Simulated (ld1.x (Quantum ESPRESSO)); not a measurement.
**Transferability test, PAW potential for S**

S, PAW, made with ld1.x (Quantum ESPRESSO) 7.5 (PBE, scalar-relativistic). Core [Ne], reference 3s2 3p4. Waves: 3s (bound): rcut 1.15, rcutus 1.40 bohr; 3s channel at 1.8 Ry: rcut 1.15, rcutus 1.40 bohr; 3p (bound): rcut 1.35, rcutus 1.70 bohr; 3p channel at 2.35 Ry: rcut 1.35, rcutus 1.70 bohr; 3d channel at -0.05 Ry: rcut 1.40, rcutus 1.50 bohr; 3d channel at 2.6 Ry: rcut 1.40, rcutus 1.50 bohr. Local part: all-electron potential smoothed inside 1.25 bohr (lloc = -1). Core correction: Bessel-smoothed model core inside 1.30 bohr. Augmentation charge: PSQ, radius 1.20 bohr.

Energies are relative to the spin-unpolarised reference configuration 3s2 3p4; without spin polarisation the order of configurations can differ from experiment.

```
valence configuration  charge  ΔE all-electron (eV)  error AE − PS (meV)
              3s2 3p3      +1                11.769                 -1.3
              3s2 3p1      +3                68.094                  -31
              3s0 3p6       0                20.740                 -1.2
            3s2 3p4.3    -0.3                -1.709                 +0.2
              3s2 3p0      +4               114.891                  -98
              3s1 3p5       0                10.311                 -0.5
```

Question: What are ΔE and the potential's error for 3s2 3p2?

Answer: ΔE = 34.053 eV all-electron; the error (AE − PS) is -7.8 meV.

Levels in the configuration 3s0 3p6:

| level | all-electron (eV) | pseudo (eV) |
| --- | --- | --- |
| 3p | -8.076 | -8.076 |
